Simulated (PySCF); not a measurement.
Dipole moment and polarisability of `C#CC(=S)C#CC`

Compound: C6H4S.
Cartesian coordinates in Å at the GFN2-xTB level; atoms count from 1:
```xyz
11
C6H4S angstrom
C      3.100   -0.324    1.223
C      2.285   -0.015    0.393
C      1.386    0.366   -0.619
S      1.927    1.077   -2.006
C      0.026    0.111   -0.401
C     -1.159   -0.084   -0.273
C     -2.567   -0.329   -0.104
H      3.802   -0.599    1.954
H     -2.736   -1.027    0.715
H     -2.981   -0.743   -1.024
H     -3.076    0.609    0.116
```

Level: B3LYP/def2-SVPD (PySCF), static field, nuclei fixed, core orbitals frozen in the response. The polarisability tensor in these axes (au):

```
x   139.80   9.04   0.02
y     9.04  67.66 -21.32
z     0.02 -21.32 101.77
```

Diagonalise the tensor; give its mean and Δα, where Δα² is half the sum of the squared differences of the eigenvalues.

Principal values 56.61, 111.50 and 141.12 au; mean 103.07 au = 15.27 Å³ = 16.99 × 10⁻⁴⁰ C²·m²/J; Δα = 74.27 au (72 % of the mean).

What is the dipole moment, and where does it point?

(-2.33, -1.34, 2.28) D, 3.52 D in size, pointing from the negative to the positive side. Measured along this direction, the outermost atoms are S4 at the negative end and H9 at the positive end.

Sum over states: ᾱ = Σ f/ω², ω in Eh. What share falls to these 8 lowest TDDFT singlets (eV, f)? 1.77, 0.0000; 3.51, 0.0004; 3.88, 0.0009; 3.98, 0.2219; 4.44, 0.1391; 5.28, 0.0865; 5.81, 0.0259; 5.98, 0.0022.

They add up to 18.58 au, 18.0 % of the 103.07 au; the largest single term is 10.38 au, from the state at 3.98 eV. Terms in order: 0.00, 0.02, 0.05, 10.38, 5.22, 2.29, 0.57, 0.05 au. Higher excitations give the rest. The strengths listed sum to 0.477.

What would n − 1 = 2πNα be for an ideal gas of these molecules at 350 K and 1 atm, electronic part alone?

N = p/kT = 2.0968 × 10¹⁹ cm⁻³, so n − 1 = 2π × N × 15.27 × 10⁻²⁴ cm³ = 2012 × 10⁻⁶ at long wavelengths, for an ideal gas.

Give the principal axes and the span of the nuclei along them.

Largest value along (0.99, 0.14, -0.08), where the nuclei span 6.48 Å; middle along (0.13, -0.41, 0.90), 4.51 Å; least along (-0.10, 0.90, 0.42), 1.71 Å. The response follows the extents in order.

Geometry: GFN2-xTB; no solvent, vibrations or thermal averaging.
